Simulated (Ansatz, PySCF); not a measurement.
This PySCF input computes a CCSD(T)/cc-pVDZ energy:

```python
from pyscf import gto, scf, mp, cc as ccmod

mol = gto.M(
    atom='''
    B     0.48799271   -0.06621821   -0.34571085
    O    -0.55076369    0.07473593    0.39017997
    H     1.16124459   -1.06782906   -0.26595935
    H     0.80490138    0.80103272   -1.12692619
    ''',
    basis='cc-pvdz',
    charge=0,
    spin=1,
    verbose=4,
)

mf = scf.UHF(mol)
mf.conv_tol = 1e-10
mf.max_cycle = 100
mf.kernel()
mo, _, stable, _ = mf.stability(return_status=True)
if not stable:
    mf.kernel(mf.make_rdm1(mo, mf.mo_occ))
mp2 = mp.MP2(mf, frozen=2).run()
cc = ccmod.CCSD(mf, frozen=2)
cc.max_cycle = 100
cc.kernel()
et = cc.ccsd_t()
print(f'E(CCSD(T)) = {cc.e_tot + et:.9f}')
```

**Question.** Write an input for the same energy in Ansatz (an electronic-structure program) and say what it gives.

**Answer.** 
Ansatz 0.2 input:
```yaml
crystal:
  periodic: [false, false, false]
  atoms:
    - {symbol: B, position_ang: [0.48799271, -0.06621821, -0.34571085]}
    - {symbol: O, position_ang: [-0.55076369, 0.07473593, 0.39017997]}
    - {symbol: H, position_ang: [1.16124459, -1.06782906, -0.26595935]}
    - {symbol: H, position_ang: [0.80490138, 0.80103272, -1.12692619]}
basis:
  gaussian:
    orbitals: cc-pVDZ
magnetization: {spin_polarized: true, initial_magnetization: 1}
correlation: {method: ccsd_t, electrons: outside_noble_gas}
```
It gives -100.97834 Eh, and PySCF -100.97834 Eh, a difference of 0.00 mEh.

It need not be the lowest isomer of its formula.
